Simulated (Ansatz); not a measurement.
Cost and result for the atomization energy of CH7BSSi, SMILES `BS[SiH2]C` (11 atoms, 10 bonds).

Z-matrix (Å, degrees):
```
Si
S 1 2.163
C 1 1.863 2 108.1
H 1 1.485 2 108.5 3 120.8
H 1 1.485 2 108.5 3 -120.8
B 2 1.773 1 100.0 3 179.6
H 3 1.092 1 110.8 2 -60.1
H 3 1.093 1 110.3 2 -180.0
H 3 1.092 1 110.9 2 60.2
H 6 1.195 2 121.3 1 0.0
H 6 1.193 2 117.1 1 -180.0
```

The species carries charge 0 and has multiplicity 1. All single points use the PBE0-D4/def2-TZVP geometry. It is one conformer, not always the lowest. Program: Ansatz. All runs use 2 threads of an INTEL XEON PLATINUM 8581C on a shared host. Times are those of one run each, without the atoms' runs, and a repeat can differ threefold. Electronic energies, without spin–orbit coupling; frozen cores. CCSD(T)/CBS adds CCSD(T) − MP2 in def2-TZVPP to the MP2 limit, and its time is that of the two runs behind it. T1 = 0.013. B3LYP takes the VWN-RPA correlation (the form of Gaussian; ORCA's B3LYP/G).

CCSD(T)/CBS is a level of theory with its own doubt, some kJ/mol a heavy atom from the limit and from the frozen cores, so smaller differences don't rank the functionals.

```json
{"level": "LDA (SPW92)/def2-TZVPP", "functions": "244", "wall time": "1.5 s", "atomization (kcal/mol)": "1008.6", "difference from CCSD(T)/CBS": "105.3", "per bond": "10.5"}
{"level": "BLYP-D4/def2-TZVPP", "functions": "244", "wall time": "2.4 s", "atomization (kcal/mol)": "897.0", "difference from CCSD(T)/CBS": "-6.3", "per bond": "-0.6"}
{"level": "PBE0-D4/def2-TZVPP", "functions": "244", "wall time": "3.4 s", "atomization (kcal/mol)": "904.7", "difference from CCSD(T)/CBS": "1.4", "per bond": "0.1"}
{"level": "CCSD(T)/def2-SVP", "functions": "99", "wall time": "3.5 s", "atomization (kcal/mol)": "854.8", "difference from CCSD(T)/CBS": "-48.5", "per bond": "-4.9"}
{"level": "CAM-B3LYP-D4/def2-TZVPP", "functions": "244", "wall time": "4 s", "atomization (kcal/mol)": "907.1", "difference from CCSD(T)/CBS": "3.8", "per bond": "0.4"}
{"level": "r2SCAN-D4/def2-TZVPP (with forces)", "functions": "244", "wall time": "4.3 s", "atomization (kcal/mol)": "909.6", "difference from CCSD(T)/CBS": "6.3", "per bond": "0.6"}
{"level": "B3LYP-D4/def2-TZVPP (with forces)", "functions": "244", "wall time": "5.5 s", "atomization (kcal/mol)": "905.5", "difference from CCSD(T)/CBS": "2.2", "per bond": "0.2"}
{"level": "PBE-QIDH/def2-TZVPP", "functions": "244", "wall time": "6 s", "atomization (kcal/mol)": "900.9", "difference from CCSD(T)/CBS": "-2.4", "per bond": "-0.2"}
{"level": "ωB97X-V/def2-TZVPP", "functions": "244", "wall time": "8 s", "atomization (kcal/mol)": "909.5", "difference from CCSD(T)/CBS": "6.2", "per bond": "0.6"}
{"level": "ωB97M-V/def2-TZVPP (with forces)", "functions": "244", "wall time": "11 s", "atomization (kcal/mol)": "909.2", "difference from CCSD(T)/CBS": "5.9", "per bond": "0.6"}
{"level": "MP2/def2-QZVPP", "functions": "464", "wall time": "24 s", "atomization (kcal/mol)": "899.8", "difference from CCSD(T)/CBS": "-3.5", "per bond": "-0.4"}
{"level": "CCSD(T)/def2-TZVPP", "functions": "244", "wall time": "3.9 min", "atomization (kcal/mol)": "882.5", "difference from CCSD(T)/CBS": "-20.8", "per bond": "-2.1"}
{"level": "CCSD(T)/CBS(def2)", "functions": "–", "wall time": "4.3 min", "atomization (kcal/mol)": "903.3", "difference from CCSD(T)/CBS": "0.0", "per bond": "0.0"}
```

From PBE to PBE0 (25 % exact exchange), in def2-TZVPP and without D4, the atomization energy moves by −4.3 kcal/mol: exact exchange takes away binding that semilocal exchange gives to molecules. In def2-TZVPP, CCSD(T) changes the Hartree–Fock value by +184.9 kcal/mol (the triples alone add +10.0 kcal/mol) and MP2 by +189.9 kcal/mol; breaking electron pairs costs correlation energy, which Hartree–Fock lacks. The D4 term adds +8.9 kcal/mol with B3LYP and +4.6 kcal/mol with PBE0; it sums over pairs of atoms, weighted by their polarisabilities, and B3LYP, whose exchange is more repulsive, gets the larger term.
